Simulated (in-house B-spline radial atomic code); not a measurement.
Cs⁸⁺. Computed with a B-spline radial atomic code. Model: all-electron spherical atom, spin shells full or empty, radial basis limit, no spin-orbit coupling, Breit or QED, empty-state partial waves extrapolated as (l+1/2)^-4, RPA, G0W0 and static COHSEX of the highest shell as one setting changes (uncorrelated shells keep exact exchange).

Empty levels are discrete states of a finite basis, so the steps are uneven.

Given: element Cs; charge 8; filled core Kr; hamiltonian one-electron scalar X2C; mean-field start PBE; highest l of empty states 9; nuclear rms radius 4.8041 fm; lowest nl shells left uncorrelated 0; highest mean-field shell 5s up; box radius 7.7 bohr.

Shell: 4d 5 5, 5s 1 0 (electrons up and down).

```json
{"highest empty level kept (hartree)": "27", "RPA correlation energy (hartree)": "-1.5131", "G0W0 level (eV)": "-126.4", "G0W0 minus most complete (meV)": "193.6", "COHSEX level (eV)": "-128", "linearised minus solved G0W0 (meV)": "14.8"}
{"highest empty level kept (hartree)": "54", "RPA correlation energy (hartree)": "-2.0019", "G0W0 level (eV)": "-126.49", "G0W0 minus most complete (meV)": "104.3", "COHSEX level (eV)": "-128.26", "linearised minus solved G0W0 (meV)": "15.1"}
{"highest empty level kept (hartree)": "94.5", "RPA correlation energy (hartree)": "-2.341", "G0W0 level (eV)": "-126.53", "G0W0 minus most complete (meV)": "65.5", "COHSEX level (eV)": "-128.37", "linearised minus solved G0W0 (meV)": "15.3"}
{"highest empty level kept (hartree)": "162", "RPA correlation energy (hartree)": "-2.7502", "G0W0 level (eV)": "-126.55", "G0W0 minus most complete (meV)": "38.3", "COHSEX level (eV)": "-128.45", "linearised minus solved G0W0 (meV)": "15.4"}
{"highest empty level kept (hartree)": "270", "RPA correlation energy (hartree)": "-3.0411", "G0W0 level (eV)": "-126.57", "G0W0 minus most complete (meV)": "26.2", "COHSEX level (eV)": "-128.49", "linearised minus solved G0W0 (meV)": "15.5"}
{"highest empty level kept (hartree)": "486", "RPA correlation energy (hartree)": "-3.2597", "G0W0 level (eV)": "-126.58", "G0W0 minus most complete (meV)": "16.3", "COHSEX level (eV)": "-128.52", "linearised minus solved G0W0 (meV)": "15.5"}
{"highest empty level kept (hartree)": "810", "RPA correlation energy (hartree)": "-3.4605", "G0W0 level (eV)": "-126.58", "G0W0 minus most complete (meV)": "9.6", "COHSEX level (eV)": "-128.54", "linearised minus solved G0W0 (meV)": "15.5"}
{"highest empty level kept (hartree)": "1620", "RPA correlation energy (hartree)": "-3.6296", "G0W0 level (eV)": "-126.59", "G0W0 minus most complete (meV)": "4.6", "COHSEX level (eV)": "-128.56", "linearised minus solved G0W0 (meV)": "15.5"}
{"highest empty level kept (hartree)": "3240", "RPA correlation energy (hartree)": "?", "G0W0 level (eV)": "?", "G0W0 minus most complete (meV)": "?", "COHSEX level (eV)": "?", "linearised minus solved G0W0 (meV)": "?"}
{"highest empty level kept (hartree)": "6750", "RPA correlation energy (hartree)": "-3.7903", "G0W0 level (eV)": "-126.59", "G0W0 minus most complete (meV)": "1.2", "COHSEX level (eV)": "-128.57", "linearised minus solved G0W0 (meV)": "15.6"}
{"highest empty level kept (hartree)": "16200", "RPA correlation energy (hartree)": "?", "G0W0 level (eV)": "?", "G0W0 minus most complete (meV)": "?", "COHSEX level (eV)": "?", "linearised minus solved G0W0 (meV)": "?"}
{"highest empty level kept (hartree)": "54000", "RPA correlation energy (hartree)": "-3.8426", "G0W0 level (eV)": "-126.59", "G0W0 minus most complete (meV)": "0", "COHSEX level (eV)": "-128.57", "linearised minus solved G0W0 (meV)": "15.6"}
```

Task: What follows for highest empty level kept = 16200?

Result: RPA correlation energy -3.8325 hartree; G0W0 level -126.59 eV; G0W0 minus most complete 0.2 meV; COHSEX level -128.57 eV; linearised minus solved G0W0 15.6 meV.

Task: What follows for highest empty level kept = 3240?

Result: RPA correlation energy -3.7347 hartree; G0W0 level -126.59 eV; G0W0 minus most complete 2.2 meV; COHSEX level -128.56 eV; linearised minus solved G0W0 15.6 meV.
